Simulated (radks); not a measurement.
Numerical settings for neutral tellurium, [Kr] 4d10 5s2 5p4. All-electron calculation, Dirac Kohn-Sham, PBEsol, spin-unpolarised, spherical densities, point nucleus; open shells fill j = l - 1/2 first. Program: a radial shooting solver on a logarithmic mesh with Libxc functionals. The defaults (mesh step 0.008 in ln r, mesh end at 40 bohr or more with all orbitals vanishing there, Anderson mixing 0.5 over 9 steps, residual threshold near 1e-9 with the energy settled to 1e-9 hartree or 1e-11 of itself, here a cap of 82 iterations) give E = -6793.9242 hartree and 5p3/2 at -5.632 eV in 13 iterations. Run on one thread of a shared host, so times are rough (Arm Neoverse V2): 0.12 s of CPU time, 0.12 s wall, 13 iterations on 2725 mesh points. Changes against that run (0 stands for a change within the tolerance of the run):

setting	iterations	converged	E (mhartree)	e(5p3/2) (meV)	CPU (s)
mesh step in ln r 0.003	13	yes	0	0	0.33
mesh step in ln r 0.08	2	no	diverged	-	0.02
mesh step in ln r 0.05	13	yes	+0.0407	-0.00395	0.03
mesh end (bohr) 3	13	level above zero	+2.52e+03	+2.36e+04	0.09
mesh end (bohr) 5	13	yes	+124	+2.51e+03	0.11
residual threshold 1e-13	21	yes	0	0	0.16
residual threshold 1e-16	82	no	0	0	0.36
mixing 1	12	yes	0	0	0.12
linear mixing, mixing 1	82	no	+1.29e+05	+5.64e+03	2.1
linear mixing, mixing 0.5	30	yes	0	0	0.22
mixing history 20	15	yes	0	0	0.14
iteration cap 8	8	no	0	+0.0211	0.08

Settled on a wrong energy, with an occupied level pushed above zero by the early mesh end: mesh end (bohr) 3 (+2.52 hartree). Apart from these: settings that end as converged yet miss the energy by more than 1 mhartree: mesh end (bohr) 5 (+0.124 hartree). A mesh that ends early acts as a hard wall.
